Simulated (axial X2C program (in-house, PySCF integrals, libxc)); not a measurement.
**FeP⁺ with a deliberately poor setting**

Computed with an axial X2C code built on PySCF integrals.

Input:
```json
{"zs": [26, 15], "q": 1, "bas": ["dyall-v3z", "dyall-v3z"], "levels": ["PBE0", "HF", "TPSS", "r2SCAN"], "cc": false, "r0": 2.11, "npts": 10, "nst": 2, "ntry": 6, "opt": {"pick": 1}}
```
```bash
python so2c.py task.json out
```

Keys: zs atomic numbers; q charge; bas basis sets; levels methods; cc coupled cluster on or off; r0 starting distance in Å; npts points on the curve; nst determinants followed; ntry starts of the search; pick rank of the determinant followed. HF also brings MP2.

Question: One numerical setting was spoiled on purpose. Which, and what came out?

Answer: An excited determinant was followed. States: spin-free M_S = 1, Λ = 1; 2c Ω = 2. The apparent results, which are not to be taken for properties of FeP⁺:

```tsv
Hamiltonian	level	points converged	Re (Å)	ωe (cm⁻¹)	De (eV)	curve-fit residual (μEh)
spin-free	PBE0	10 of 10	2.247	340	1.89	0.31
spin-free	HF	10 of 10	n/a	n/a	n/a	n/a
spin-free	MP2	10 of 10	2.371	266	1.12	1.7
spin-free	TPSS	10 of 10	2.160	370	2.53	0.33
spin-free	r2SCAN	10 of 10	2.184	368	2.07	0.3
2c	PBE0	10 of 10	2.247	340	1.91	0.32
2c	HF	10 of 10	n/a	n/a	n/a	n/a
2c	MP2	10 of 10	2.371	266	1.14	1.8
2c	TPSS	10 of 10	2.160	370	2.56	0.33
2c	r2SCAN	10 of 10	2.184	368	2.09	0.29
```
